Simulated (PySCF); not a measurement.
Geometry (Å), atoms numbered from 1 in this order:
```xyz
23

C     2.749   -0.318    0.255
C     1.351   -0.915    0.233
C     0.342   -0.057   -0.520
C    -1.068   -0.630   -0.580
B    -2.163    0.037   -1.485
C    -3.540   -0.110   -0.754
C    -3.261   -1.087    0.397
C    -1.790   -0.866    0.759
H     3.458   -0.958    0.802
H     3.142   -0.182   -0.766
H     2.752    0.671    0.741
H     1.002   -1.071    1.268
H     1.381   -1.920   -0.227
H     0.707    0.116   -1.548
H     0.301    0.943   -0.050
H    -1.019   -1.621   -1.102
H    -1.966    0.563   -2.558
H    -3.695    0.915   -0.346
H    -4.435   -0.321   -1.359
H    -3.396   -2.122    0.036
H    -3.936   -0.967    1.260
H    -1.372   -1.696    1.351
H    -1.690    0.044    1.379
```

Geometry: PBE0-D3(BJ)/def2-SVP; GIAO shifts from PySCF, gas phase, non-relativistic, averaged over equivalent atoms.

At KT2/pcSseg-1 (211 basis functions, 88 s wall time on 1 thread of an Arm Neoverse N1, shared host):
```json
{"atoms": "C4", "δ (ppm)": "55.3"}
{"atoms": "C3", "δ (ppm)": "37.5"}
{"atoms": "C6", "δ (ppm)": "35.4"}
{"atoms": "C8", "δ (ppm)": "34.8"}
{"atoms": "C7", "δ (ppm)": "29.9"}
{"atoms": "C2", "δ (ppm)": "29.8"}
{"atoms": "C1", "δ (ppm)": "17.1"}
{"atoms": "B5", "δ (ppm)": "84.8"}
{"atoms": "H17", "δ (ppm)": "7.59"}
{"atoms": "H22", "δ (ppm)": "2.28"}
{"atoms": "H19", "δ (ppm)": "2.18"}
{"atoms": "H21", "δ (ppm)": "2.16"}
{"atoms": "H14", "δ (ppm)": "2.11"}
{"atoms": "H12", "δ (ppm)": "1.58"}
{"atoms": "H20", "δ (ppm)": "1.34"}
{"atoms": "H15", "δ (ppm)": "1.21"}
{"atoms": "H13", "δ (ppm)": "1.17"}
{"atoms": "H9/H10/H11", "δ (ppm)": "1.04"}
{"atoms": "H23", "δ (ppm)": "0.90"}
{"atoms": "H16", "δ (ppm)": "0.66"}
{"atoms": "H18", "δ (ppm)": "0.61"}
```

δ = σ(ref) − σ, references computed at the same level: TMS for 13C (σref 183.22), 1H (σref 31.18); 11B (σref 99.90) against BF3·OEt2.

Task: What do these become at PBE0/pcSseg-1?

Result: 
```csv
atoms,δ at PBE0/pcSseg-1,change
C4,52.9,-2.4
C3,35.8,-1.7
C6,34.4,-1.0
C8,34.3,-0.5
C7,28.8,-1.1
C2,27.6,-2.2
C1,16.8,-0.3
B5,90.8,+6.0
H17,7.64,+0.05
H22,2.13,-0.15
H19,2.02,-0.16
H21,2.04,-0.12
H14,1.97,-0.14
H12,1.48,-0.10
H20,1.33,-0.01
H15,1.08,-0.13
H13,1.09,-0.08
H9/H10/H11,1.02,-0.02
H23,0.94,+0.04
H16,0.47,-0.19
H18,0.55,-0.06
```

δ = σ(ref) − σ, references computed at the same level: TMS for 13C (184.41 ppm), 1H (31.27 ppm); BF3·OEt2 for 11B (100.73 ppm).

The largest change is at B5 (boron bonded to 2 C, H, in a 5-membered ring). Cost: 211 basis functions, 69 s wall time on 1 thread of an Arm Neoverse N1, shared host. The order of the carbon signals is the same at both levels.

A carbon bonded to boron is broadened by the quadrupolar boron nucleus and is often missing from a measured spectrum.
